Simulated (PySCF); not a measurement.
BCl, SMILES [B]Cl (connectivity only; charge and spin as stated), charge +1, multiplicity 2.

The structure is a stationary point at B3LYP-D3(BJ)/def2-TZVPD.

All values below come from PySCF 2.14.0 with B3LYP-D3(BJ)/def2-TZVPD.

Frequencies are harmonic and unscaled.

```
mode  ν (cm⁻¹)  IR (km/mol)  moving atoms (share of kinetic energy)
----  --------  -----------  --------------------------------------
1         1139        161.0                         B 77 %, Cl 23 %
```
